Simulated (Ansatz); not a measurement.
```xyz
3

H    -0.0046   -0.0658   -1.5099
C    -0.0280   -0.1393   -0.4778
C     0.0226    0.0452    0.8875
```

Basis set: STO-3G (spherical functions). Left uncorrelated: 2 orbitals. Charge 0, multiplicity 2.

Computed with Ansatz (development build ahead of 0.2.0); each method stands on the lowest determinant of its kind that the runs found.

The atomization energy at this shape (free ground-state atoms in the same class of orbitals less the molecule, no zero-point energy) of doublet C2H:

```csv
method,atomization energy
UHF,8.41 eV
```

**Question.** What does UHF-MP2 give?

**Answer.** 9.37 eV. Caution: the unrestricted determinant is a mixture of spin states. Caution for UHF-MP2: bonds are stretched, where a single reference can fail.

This basis has no polarisation functions and is too small for such energies, which can lie far from measured ones in either direction.
